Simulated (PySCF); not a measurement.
Start geometry of `FB(F)[BH2-][NH3+]` from a GFN2-xTB structure with every atom displaced at random (by about 0.01 Å) (Å):
```
atom  x, y, z in Å
N1    -1.206    0.047    0.185
B2     0.152   -0.451   -0.573
B3     1.415    0.282    0.233
F4     1.253    1.112    1.290
F5     2.738    0.179    0.003
H6    -1.191   -0.202    1.152
H7    -2.032   -0.333   -0.266
H8    -1.247    1.090    0.123
H9     0.038   -0.109   -1.690
H10    0.130   -1.637   -0.477
```

**Question.** What comes out of this run: PySCF 2.14.0, PBE0-D3(BJ)/def2-SVP geometry optimisation, gas phase?

**Answer.** 
```
atom  x, y, z in Å
N1    -1.200    0.207    0.117
B2     0.137   -0.408   -0.587
B3     1.459    0.086    0.351
F4     1.271    0.807    1.476
F5     2.739   -0.169    0.107
H6    -1.279   -0.101    1.087
H7    -2.049   -0.074   -0.374
H8    -1.171    1.227    0.133
H9     0.154    0.031   -1.730
H10   -0.011   -1.624   -0.594
```

The energy falls by 0.135 eV over 8 energy and gradient evaluations, the largest force component goes from 0.0333 to 1.6e-04 Eh/bohr, and the atoms move by 0.044 Å rms after alignment. The bond that changes most is B2–H9 (four-coordinate boron to B–H hydrogen), which lengthens by 0.051 Å. Bonds longer at the end by more than 0.005 Å: 5 of 9; shorter: 2. Among the angles that change most is F4–B3–F5, from 107.4° to 112.9°. Rotational constants go from 9012, 3086, 2370 to 8786, 3086, 2357 MHz. The orientation of the end geometry is arbitrary; only internal coordinates are fixed.

The run used 95 basis functions and 52 SCF cycles in all.

No PBE0-D3(BJ)/def2-SVP frequencies stand behind this structure, so it isn't proved a minimum. The numbers are those of one conformer.
